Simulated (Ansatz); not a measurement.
System: C4H10O, net charge 0, singlet state. 
Geometry from a B3LYP-D3(BJ)/def2-TZVP (Ansatz, a quantum-chemistry and plane-wave program) optimisation:
```xyz
15

C     -1.6569    -0.7964    -0.3856
C     -0.5228     0.0477     0.1947
C     -0.4662     1.4303    -0.4530
C      0.8014    -0.6876     0.0491
O      1.8200     0.0545     0.7163
H     -2.6169    -0.2924    -0.2622
H     -1.7250    -1.7709     0.1027
H     -1.5095    -0.9663    -1.4559
H     -0.6973     0.1753     1.2686
H     -0.3111     1.3425    -1.5325
H      0.3503     2.0219    -0.0410
H     -1.4004     1.9726    -0.2940
H      0.7135    -1.6921     0.4817
H      1.0401    -0.8001    -1.0178
H      2.6631    -0.3907     0.5888
```
Charge 0, spin multiplicity 1.

Computed values are from Ansatz. Valence correlation only, unless marked. Open shells are spin-unrestricted. Spin-orbit coupling is left out. Non-relativistic. Basis-set limits of correlation are two-point, X^-3; Hartree-Fock from the larger set. The bracket is a focal-point correction in the basis named.

Problem. What is the total energy at CCSD(T)/CBS(cc-pVTZ,cc-pVQZ)?

Solution. -233.3908 Eh.

Problem. What is the atomisation energy De at CCSD(T)/CBS(cc-pVTZ,cc-pVQZ)?

Solution. 5853.8 kJ/mol.

Problem. What is the dipole moment at CCSD(T)/aug-cc-pVDZ?

Solution. 1.41 D.

Problem. What is the T1 diagnostic at CCSD/cc-pVQZ?

Solution. 0.009.

Problem. What is the vertical triplet-singlet gap at RI-MP2/CBS(aug-cc-pVTZ,aug-cc-pVQZ)+[CCSD(T)-MP2]/aug-cc-pVTZ?

Solution. 6.77 eV.
